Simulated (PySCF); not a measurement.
## Bond curve of AuCl

Set-up: PySCF, scalar-relativistic core potentials, basis sets Au cc-pVDZ-PP with ECP60, Cl cc-pV(D+d)Z. Energies in eV from Au (5d10 6s1) + Cl in their ground configurations at the same level. State: ¹Σ⁺ (singlet), closed shell.

All columns are PBE0. A positive dipole means Au(−)Cl(+).

```json
{"R (Å)": "1.925", "E (eV)": "-1.637", "μ (D)": "-2.89", "Mulliken charge on Au (basis-dependent)": "0.23", "HOMO (eV)": "-7.74", "LUMO (eV)": "-3.12", "Mayer bond order": "1.43", "⟨S²⟩": "0.00"}
{"R (Å)": "2.015", "E (eV)": "-2.313", "μ (D)": "-3.15", "Mulliken charge on Au (basis-dependent)": "0.26", "HOMO (eV)": "-7.84", "LUMO (eV)": "-3.34", "Mayer bond order": "1.31", "⟨S²⟩": "0.00"}
{"R (Å)": "2.105", "E (eV)": "-2.666", "μ (D)": "-3.41", "Mulliken charge on Au (basis-dependent)": "0.27", "HOMO (eV)": "-7.91", "LUMO (eV)": "-3.55", "Mayer bond order": "1.23", "⟨S²⟩": "0.00"}
{"R (Å)": "2.172", "E (eV)": "-2.783", "μ (D)": "-3.60", "Mulliken charge on Au (basis-dependent)": "0.28", "HOMO (eV)": "-7.95", "LUMO (eV)": "-3.70", "Mayer bond order": "1.18", "⟨S²⟩": "0.00"}
{"R (Å)": "2.239", "E (eV)": "-2.811", "μ (D)": "-3.80", "Mulliken charge on Au (basis-dependent)": "0.29", "HOMO (eV)": "-7.97", "LUMO (eV)": "-3.84", "Mayer bond order": "1.14", "⟨S²⟩": "0.00"}
{"R (Å)": "2.306", "E (eV)": "-2.774", "μ (D)": "-3.99", "Mulliken charge on Au (basis-dependent)": "0.30", "HOMO (eV)": "-7.99", "LUMO (eV)": "-3.98", "Mayer bond order": "1.11", "⟨S²⟩": "0.00"}
{"R (Å)": "2.396", "E (eV)": "-2.656", "μ (D)": "-4.24", "Mulliken charge on Au (basis-dependent)": "0.30", "HOMO (eV)": "-7.98", "LUMO (eV)": "-4.16", "Mayer bond order": "1.08", "⟨S²⟩": "0.00"}
{"R (Å)": "2.508", "E (eV)": "-2.440", "μ (D)": "-4.53", "Mulliken charge on Au (basis-dependent)": "0.30", "HOMO (eV)": "-7.94", "LUMO (eV)": "-4.37", "Mayer bond order": "1.05", "⟨S²⟩": "0.00"}
{"R (Å)": "2.642", "E (eV)": "-2.132", "μ (D)": "-4.87", "Mulliken charge on Au (basis-dependent)": "0.31", "HOMO (eV)": "-7.87", "LUMO (eV)": "-4.60", "Mayer bond order": "1.02", "⟨S²⟩": "0.00"}
{"R (Å)": "2.821", "E (eV)": "-1.700", "μ (D)": "-5.28", "Mulliken charge on Au (basis-dependent)": "0.31", "HOMO (eV)": "-7.75", "LUMO (eV)": "-4.87", "Mayer bond order": "1.00", "⟨S²⟩": "0.00"}
```

A fit through these points gives, at Re = 2.231 Å, μ = -3.77 D and dμ/dR = -2.87 D/Å; the reduced mass is 29.7 u.

Problem. How strong is the fundamental in the double-harmonic approximation, I = 42.26·(dμ/dR)²/μred km/mol?

Solution. I = 42.26·(-2.87)²/29.7 = 11.7 km/mol at PBE0.

These are scalar-relativistic numbers at best; spin–orbit coupling would shift them, the dissociation energy most.
